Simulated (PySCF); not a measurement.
# How methods differ on the ionisation energy of Bi⁷⁰⁺

Bi⁷⁰⁺ [Ne] 3s2 3p1 [3p1/2^1, M_J = 1/2] → Bi⁷¹⁺ [Ne] 3s2, as a difference of total energies. All numbers are calculated (PySCF 2.14, the two-component X2C-1e Hamiltonian, in an even-tempered Gaussian basis (17 s from 25 bohr⁻², ratio 2.4; 14 p from 33 bohr⁻², ratio 2.4; 4 d from 110 bohr⁻², ratio 2.6; 4 f from 160 bohr⁻², ratio 2.6)). Correlated levels: 1s2 frozen; the 46 highest virtual spinors dropped. "Screened" scales the spin-orbit matrix elements by Boettger's factors to mimic the two-electron term; Breit and QED terms are absent.

```
                    method  ionisation energy (eV)
           GHF (spin-free)                  8496.3
          GMP2 (spin-free)                  8496.9
 GHF (screened spin-orbit)                  8958.2
GMP2 (screened spin-orbit)                  8958.1
```

Breit and QED terms and the two-electron picture change are absent.

The spin-free rows lack the spin-orbit shift.

For comparison: 8950 ± 60 eV (theoretical estimate listed by NIST; NIST Atomic Spectra Database, ionization energies).
